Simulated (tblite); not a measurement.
Species: C5H8O3S (charge -1 and doublet state).
Geometry (GFN2-xTB, Å), atoms numbered from 1 in this order:
```
atom  x, y, z in Å
C1    -1.755    1.176   -0.425
C2    -0.801    0.252    0.313
C3    -1.270   -1.206    0.556
C4    -0.047   -1.625   -0.205
C5     0.327   -0.328   -0.527
S6     1.936    0.429   -0.405
O7     1.769    1.844   -0.710
O8     2.860   -0.283   -1.287
O9     2.898    0.423    1.136
H10   -2.122    0.690   -1.327
H11   -1.220    2.078   -0.713
H12   -2.607    1.450    0.201
H13   -0.451    0.740    1.227
H14   -1.309   -1.503    1.613
H15   -2.238   -1.452    0.100
H16    0.359   -2.597   -0.413
H17    3.663   -0.076    0.856
```

Calculated harmonic vibrations of the isolated species, GFN2-xTB (tblite), most abundant isotopes, no scaling. The method is semi-empirical: single wavenumbers can be off by several per cent or more. One conformer, not necessarily the lowest. Open shells enter through the occupations alone, without spin polarisation, and single modes of such species can be off by tens of per cent.

Harmonic wavenumbers (cm⁻¹): 50.6, 66.3, 90.5, 148.8, 173.4, 209.6, 221.4, 282.8, 307.9, 331.0, 357.6, 387.9, 462.8, 515.4, 532.7, 591.8, 771.1, 782.7, 898.6, 917.9, 961.2, 1006.5, 1024.3, 1055.8, 1084.3, 1128.3, 1156.5, 1158.1, 1182.2, 1199.7, 1233.3, 1324.0, 1386.0, 1395.3, 1484.4, 1495.0, 1506.6, 2823.7, 2875.6, 2929.4, 2972.0, 3020.2, 3036.4, 3103.9, 3681.1.

A = 2423, B = 1025, C = 894.5 MHz; mass 148.019 u (most abundant isotopes); point group C1, symmetry number 1; spin multiplicity 2.

**Question.** Zero-point energy?

**Answer.** Half the sum of the wavenumbers: 26662 cm⁻¹ = 318.95 kJ/mol.

**Question.** Entropy at 400 K, 1 bar (ideal gas, RRHO, classical rotation)?

**Answer.** Translation 177.29, rotation 126.51, vibration 178.75, spin (R ln 2) 5.76: S = 488.3 J/(mol K).

**Question.** And Cp and H(400 K) − H(0)?

**Answer.** Cp = 204.42 J/(mol K), of which vibrations give 171.16 (their classical limit is 45 R = 374.2); H(400 K) − H(0) = 50.04 kJ/mol without the zero-point energy, 36.74 from vibrations.

**Question.** Which modes carry the vibrational entropy at 400 K?

**Answer.** 50.6 cm⁻¹: 22.49; 66.3 cm⁻¹: 20.25; 90.5 cm⁻¹: 17.68; 148.8 cm⁻¹: 13.61; 173.4 cm⁻¹: 12.37; 209.6 cm⁻¹: 10.86 J/(mol K); the other 39 give 81.48 together.

**Question.** What must be added to the electronic energy to get the Gibbs energy at 400 K and 1 bar?

**Answer.** ZPE + [H(400 K) − H(0)] − T·S = 318.95 + 50.04 − 195.32 = 173.67 kJ/mol.

**Question.** Blend soft modes into free rotors: weight 1/[1 + (100 cm⁻¹/ν̃)⁴] for the oscillator and the rest for a rotor with moment μB/(μ + B), μ = h/(8π²ν), B = 10⁻⁴⁴ kg m². What vibrational entropy results?

**Answer.** 165.17 J/(mol K) in place of 178.75, which changes −T·S at 400 K by +5.43 kJ/mol.

**Question.** How do the functions run with temperature in this model?

**Answer.** 
| T (K) | S (J/(mol K)) | Cp (J/(mol K)) | H − H(0) (kJ/mol) | G − H(0) (kJ/mol) | ln q(vib) |
| --- | --- | --- | --- | --- | --- |
| 100 | 301.9 | 84.4 | 5.66 | -24.53 | 1.82 |
| 200 | 374.9 | 129.4 | 16.45 | -58.53 | 4.74 |
| 300 | 434.8 | 168.5 | 31.36 | -99.08 | 7.64 |
| 500 | 537.3 | 234.4 | 72.04 | -196.59 | 13.17 |
| 800 | 661.8 | 294.3 | 152.24 | -377.21 | 20.71 |
| 1000 | 730.3 | 319.4 | 213.75 | -516.59 | 25.23 |

q(vib) and H(0) count from the zero-point level.

Hindered rotation and anharmonicity are outside this model. Other conformers, if any are populated, would add a mixing term that is left out. The structure is chiral; the term R ln 2 for an equal mix with its mirror image is left out.

Hardware: one thread, Intel Xeon Platinum 8259CL at 2.50 GHz (x86_64), no GPU, shared host. Cost: 1.1 s. This covers the Hessian and the dipole derivatives.
